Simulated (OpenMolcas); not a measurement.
# Ti2+: moving the ligands

Ti2+ with 4 ligands (chloride) in tetrahedral coordination (Td) at 2.49 Å. A charge of +0.5 e stands 2.6 Å behind each ligand. Ligand basis ANO-RCC-VDZP.

```json
{
  "Program": "OpenMolcas",
  "Method": "CASSCF",
  "Basis": "ANO-RCC-VDZP [5s4p2d1f]",
  "Scalar Hamiltonian": "DKH2, point nucleus",
  "Active space": "2 electrons in 5 orbitals (3d)",
  "State averaging": "2S+1 = 3 even, 10 roots; 2S+1 = 1 even, 15 roots",
  "Spin-orbit coupling": "state interaction with AMFI integrals over the reference wave functions"
}
```

Runs around this geometry, states (labels of Td). Energies in cm-1 above the lowest state or level, χT in cm3 K/mol.

| R (Å) | Ground state | First state of that spin | First gap with spin-orbit (degeneracies) | χT at 300 K | First state of another spin |
| --- | --- | --- | --- | --- | --- |
| 2.46 | 3A2 | 3T2 3124 | 3088 (3, 1) | 1.037 | 1E 11494 |
| 2.49 | 3A2 | 3T2 2959 | 2922 (3, 1) | 1.040 | 1E 11510 |
| 2.58 | 3A2 | 3T2 2506 | 2468 (3, 1) | 1.049 | 1E 11531 |

Taking the first state of the same spin as R^-n, n = -ln(2506 / 3124) / ln(2.58 / 2.46) = 4.6 between the shortest and longest distance.

Without dynamic correlation the repulsion within the d shell is too large (B by tens of per cent), so at a given field states of lower spin stand too high. Ligand-to-metal charge-transfer states are missing. With no ligand orbital active B as a rule stays too high, so bands that hang on it stand too high and its fall with covalency is understated. With metal d orbitals alone and no dynamic correlation the field as a rule comes out too small, by tens of per cent, by up to half for chloride and softer ligands. No measured value stands beside these numbers; the geometry is a model, was not optimised and need not be the one that this ion takes.
